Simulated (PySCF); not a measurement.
Atoms are numbered as in `[CH2:1]=[CH:2][c:3]1[cH:4][cH:5][n:6][cH:7][cH:8]1`; H(Xn) means a hydrogen on atom n. Ha(C1) is cis to C3; Hb(C1) is trans to C3.

GIAO shifts from PySCF 2.14 on PBE0-D3(BJ)/def2-TZVP geometries (one conformer, non-relativistic, equivalent nuclei averaged), against TMS at the same level and in the same medium; PCM means IEF-PCM chloroform.

Measured (solution, not stated per compound (mostly CDCl3 or CCl4); Pretsch, Buehlmann, Badertscher, Structure Determination of Organic Compounds, 4th ed. (2009)): H(C2) 6.61, Hb(C1) 5.42, Ha(C1) 5.91 ppm.

Q: Which unscaled values do B97-2/pcSseg-2, gas; WP04/pcSseg-2, PCM; wB97X-D/pcSseg-2, PCM give, and how close are they?

A: 
```json
{"atoms": "H(C2)", "measured": "6.61", "B97-2/pcSseg-2, gas": "6.95", "WP04/pcSseg-2, PCM": "6.80", "wB97X-D/pcSseg-2, PCM": "7.18"}
{"atoms": "Hb(C1)", "measured": "5.42", "B97-2/pcSseg-2, gas": "5.71", "WP04/pcSseg-2, PCM": "5.69", "wB97X-D/pcSseg-2, PCM": "6.05"}
{"atoms": "Ha(C1)", "measured": "5.91", "B97-2/pcSseg-2, gas": "6.53", "WP04/pcSseg-2, PCM": "6.40", "wB97X-D/pcSseg-2, PCM": "6.81"}
```

Mean absolute error for 1H: B97-2/pcSseg-2, gas 0.42, WP04/pcSseg-2, PCM 0.32, wB97X-D/pcSseg-2, PCM 0.70 ppm.

The carbons averaged at δ 125.8 differ by 8 ppm in this conformer.
